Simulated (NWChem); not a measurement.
# Plane-wave run on BeI$_{2}$ (fluorite type)

```yaml
crystal:
  lattice:
    - [0.00000, 3.01308, 3.01308]
    - [3.01308, 0.00000, 3.01308]
    - [3.01308, 3.01308, 0.00000]
  atoms:
    - { symbol: Be, position: [0.00000, 0.00000, 0.00000] }
    - { symbol: I, position: [0.25000, 0.25000, 0.25000] }
    - { symbol: I, position: [0.75000, 0.75000, 0.75000] }
```

Everything below was run with NWChem. Origin of the cell: lattice set by a structure generator, not relaxed at this level; this structure type may not be the compound's usual one.

Norm-conserving pseudopotentials with valence charges Be 2, I 7, fixed occupations, no spin-orbit coupling, density cut at twice the wavefunction cutoff.

The filled d shells of I are in the core.

Level: LDA (Vosko), default library, cutoff 30 Ha, density from a 4×4×4 mesh. Bands run along Γ–X–U|K–Γ–L–W–X with k in units of the cell's reciprocal vectors.

Question: What gap does the band structure show?

Answer: It shows no gap: the highest filled and lowest empty bands touch or overlap on the path, where fixed occupations no longer describe the ground state.
